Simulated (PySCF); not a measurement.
A PySCF script (with the pyscf-properties extension) for the NMR shieldings of SMILES C=C(C)CBOBN, C₄H₁₁B₂NO, on a GFN2-xTB geometry:

```python
import basis_set_exchange as bse
import numpy as np
from pyscf import gto, dft
from pyscf.prop import nmr

atoms = """
C    -2.249307    1.755164   -0.283572
C    -1.560364    0.681672    0.073489
C    -1.620247   -0.600612   -0.700975
C    -0.637867    0.673374    1.261241
B     0.864642    0.979451    0.751533
O     1.588913    0.048806    0.209744
B     2.208323   -0.996625   -0.317246
N     2.993154   -1.835601    0.486964
H    -2.891012    1.758850   -1.148868
H    -2.200273    2.672866    0.277156
H    -0.614972   -0.927345   -0.962406
H    -2.203834   -0.483476   -1.610829
H    -2.076929   -1.384537   -0.095943
H    -0.965529    1.422484    1.981218
H    -0.688939   -0.306692    1.739145
H     1.303637    2.075856    0.839265
H     2.115098   -1.222125   -1.469829
H     3.510022   -2.620655    0.137923
H     3.115680   -1.681603    1.472583
"""
names = dict.fromkeys(["C", "B", "O", "N", "H"], "pcSseg-1")
basis = {el: gto.basis.parse(bse.get_basis(n, elements=[el], fmt="nwchem")) for el, n in names.items()}
mol = gto.M(atom=atoms, basis=basis, charge=0, verbose=0)
mf = dft.RKS(mol, xc="PBE0")
mf.grids.level = 2
mf.grids.alignment = dft.numint.BLKSIZE   # the property module wants whole blocks of grid points
mf.conv_tol = 1e-9
mf.kernel()

calc = nmr.RKS(mf)   # GIAO
C = mf.mo_coeff
Co = C[:, mf.mo_occ > 0]
resp = mf.gen_response(singlet=True, hermi=2)
def vind(x):   # induced exchange potential for any number of trial vectors
    d = np.einsum("pi,xij,qj->xpq", C, 2 * x.reshape(-1, C.shape[1], Co.shape[1]), Co, optimize=True)
    return np.einsum("xpq,pi,qj->xij", resp(d - d.transpose(0, 2, 1)), C, Co, optimize=True).ravel()
mo1, _ = nmr.rhf.solve_mo1(calc, with_cphf=vind)
sigma = calc.kernel(mo1)
for i, s in enumerate(sigma):   # ppm
    w = np.linalg.eigvalsh((s + s.T) / 2)
    print("%2d %-2s iso %8.1f  s11 %8.1f  s22 %8.1f  s33 %8.1f" % (i, mol.atom_pure_symbol(i), w.mean(), *w))
```

Q: What are the results?

A: 
```
 0 C  iso     71.0  s11    -31.0  s22    101.2  s33    143.0
 1 C  iso     39.1  s11    -81.1  s22     39.3  s33    159.0
 2 C  iso    158.8  s11    141.1  s22    149.7  s33    185.6
 3 C  iso    149.4  s11    128.1  s22    150.1  s33    170.0
 4 B  iso     62.0  s11     22.8  s22     59.9  s33    103.4
 5 O  iso     84.2  s11    -18.0  s22     77.9  s33    192.9
 6 B  iso     79.5  s11     47.7  s22     82.5  s33    108.2
 7 N  iso    185.3  s11    116.8  s22    203.7  s33    235.4
 8 H  iso     26.6  s11     23.7  s22     25.4  s33     30.9
 9 H  iso     26.8  s11     23.8  s22     25.2  s33     31.3
10 H  iso     29.7  s11     24.6  s22     29.7  s33     34.8
11 H  iso     29.9  s11     26.1  s22     28.5  s33     35.1
12 H  iso     29.9  s11     27.1  s22     27.5  s33     35.0
13 H  iso     29.5  s11     26.1  s22     28.5  s33     33.9
14 H  iso     30.3  s11     28.4  s22     28.8  s33     33.7
15 H  iso     26.3  s11     24.3  s22     25.8  s33     28.9
16 H  iso     27.2  s11     24.7  s22     27.7  s33     29.2
17 H  iso     28.6  s11     24.0  s22     25.1  s33     36.8
18 H  iso     28.9  s11     23.9  s22     26.2  s33     36.7
```

These numbers come from an equivalent density-fitted implementation of the same equations, which agrees with the script to about 0.01 ppm for H and up to a few tenths of a ppm for heavy atoms, so last digits may differ.

Size and cost of the density-fitted run: 191 basis functions, 76 s wall time on 1 thread of an Intel Xeon, shared host; peak memory 0.85 GiB.
